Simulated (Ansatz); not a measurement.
Reaction (cleavage of the Si–Ga bond): `[BH2][GaH][SiH3]` + `OBF` → `FBO[SiH3]` + `[BH2][GaH2]`

Isolated molecules relaxed with PBE0-D4/def2-TZVP in Ansatz; ΔE leaves out vibrations. CCSD(T)/CBS adds triple-zeta CCSD(T) − MP2 to the extrapolated MP2 energy (def2 sets, frozen cores). This one scheme is used for every species. DFT in def2-TZVPP. B3LYP here is the variant with VWN-RPA as its local correlation; programs differ in this. HSE06 is defined as in plane-wave codes. For Ga outer-core shells are correlated without core-valence functions, which leaves a few kJ/mol of doubt a bond. Scalar relativity is left out up to krypton. Each species was taken in one conformer, which may not be the lowest.

`[BH2][GaH][SiH3]`:

Z-matrix (Å, degrees):
```
Si
Ga 1 2.424
H 1 1.491 2 110.1
H 1 1.489 2 113.8 3 -120.8
H 1 1.491 2 110.2 3 118.3
B 2 2.058 1 122.2 3 120.3
H 2 1.576 1 114.5 3 -59.6
H 6 1.199 2 122.0 1 88.6
H 6 1.199 2 122.0 1 -88.5
```

`OBF`:

Z-matrix (Å, degrees):
```
B
O 1 1.344
F 1 1.332 2 120.3
H 1 1.192 2 120.1 3 -180.0
H 2 0.963 1 113.4 3 -0.0
```

`FBO[SiH3]`:

Z-matrix (Å, degrees):
```
Si
O 1 1.655
H 1 1.481 2 108.0
H 1 1.481 2 108.0 3 -119.2
H 1 1.485 2 110.1 3 120.4
B 2 1.342 1 134.0 3 -120.1
F 6 1.324 2 118.3 1 180.0
H 6 1.198 2 123.1 1 0.0
```

`[BH2][GaH2]`:

Z-matrix (Å, degrees):
```
B
Ga 1 2.065
H 1 1.199 2 122.1
H 1 1.199 2 122.2 3 -179.9
H 2 1.576 1 122.1 3 89.9
H 2 1.576 1 122.3 3 -90.0
```

```
             level  ΔE (kJ/mol)  difference from CCSD(T)/CBS
       LDA (SPW92)        -40.0                         20.4
            PBE-D4        -36.3                         24.1
         revPBE-D4        -38.3                         22.1
           BLYP-D4        -54.5                          5.9
         r2SCAN-D4        -55.4                          5.0
            B97M-V        -64.8                         -4.4
           PBE0-D4        -45.0                         15.4
          B3LYP-D4        -60.5                         -0.1
        r2SCANh-D4        -56.7                          3.7
        r2SCAN0-D4        -58.6                          1.8
          HSE06-D4        -44.5                         15.9
          BHLYP-D4        -70.8                        -10.4
      CAM-B3LYP-D4        -69.4                         -9.0
           ωB97X-V        -63.5                         -3.1
           ωB97M-V        -64.1                         -3.7
          PBE-QIDH        -57.9                          2.5
               PBE        -37.0                         23.4
            revPBE        -36.2                         24.2
              BLYP        -55.2                          5.2
              PBE0        -45.8                         14.6
             B3LYP        -61.7                         -1.3
           r2SCANh        -56.9                          3.5
             HSE06        -45.4                         15.0
             BHLYP        -73.8                        -13.4
           LC-ωPBE        -58.1                          2.3
RPA@PBE/def2-TZVPP        -62.7                         -2.3
       HF/def2-SVP        -73.9                        -13.5
      MP2/def2-SVP        -56.2                          4.2
     CCSD/def2-SVP        -52.8                          7.6
  CCSD(T)/def2-SVP        -50.3                         10.1
     HF/def2-TZVPP        -90.1                        -29.7
    MP2/def2-TZVPP        -66.5                         -6.1
SCS-MP2/def2-TZVPP        -72.3                        -11.9
   CCSD/def2-TZVPP        -64.4                         -4.0
CCSD(T)/def2-TZVPP        -60.6                         -0.2
     HF/def2-QZVPP        -93.2                        -32.8
    MP2/def2-QZVPP        -67.4                         -7.0
SCS-MP2/def2-QZVPP        -73.5                        -13.1
      HF/CBS(def2)        -93.6                        -33.2
    CCSD/CBS(def2)        -64.1                         -3.7
       CCSD(T)/CBS        -60.4                            0
```

Largest T1 diagnostic among the species: 0.014.

Leaving LDA and LC-ωPBE aside and taking each functional with its dispersion term where it has one, the values spread over 34.5 kJ/mol, from BHLYP-D4 to PBE-D4. From BLYP to BHLYP (50 % exact exchange), in def2-TZVPP and without D4, ΔE moves by −18.6 kJ/mol.
